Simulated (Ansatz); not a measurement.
`NNc1ccccc1`, one more setting.

```yaml
crystal:
  periodic: [false, false, false]
  atoms:
    - {symbol: N, position_ang: [2.443486, -0.922490, 0.859613]}
    - {symbol: N, position_ang: [0.785082, -1.114607, 1.270381]}
    - {symbol: C, position_ang: [0.396204, -0.595057, 0.404633]}
    - {symbol: C, position_ang: [0.746364, -0.231177, -0.730371]}
    - {symbol: C, position_ang: [-0.207335, 0.588238, -1.829838]}
    - {symbol: C, position_ang: [-1.572909, 1.160233, -1.212901]}
    - {symbol: C, position_ang: [-1.750657, 0.524714, -0.062514]}
    - {symbol: C, position_ang: [-1.218831, -0.250663, 0.968540]}
    - {symbol: H, position_ang: [2.888280, -1.662890, 0.485228]}
    - {symbol: H, position_ang: [2.809358, 0.142210, 0.824788]}
    - {symbol: H, position_ang: [0.797261, -0.843933, 2.216296]}
    - {symbol: H, position_ang: [1.415695, 0.337497, -1.358305]}
    - {symbol: H, position_ang: [-0.152344, 0.855154, -2.616176]}
    - {symbol: H, position_ang: [-2.234875, 1.152237, -1.711780]}
    - {symbol: H, position_ang: [-3.014281, 0.518787, 0.355585]}
    - {symbol: H, position_ang: [-1.581141, -0.552510, 1.724953]}
basis:
  gaussian: {orbitals: "6-311G**", fitting: {mean_field: def2-universal-jkfit}, point_charges: [{charge: 1.00, position_ang: [5.397, 0.519, -0.390]}]}
hamiltonian: {xc: {name: PBE}}
output: {forces: true}
```

```sh
$ ansatz run in.yaml --threads 2 --pin off --events-out ev --progress --plain --max-ram 32768MiB --backend cpu
```

Shortened log:

```
Error: <dir> can't be read: No such file or directory (os error 2)
```
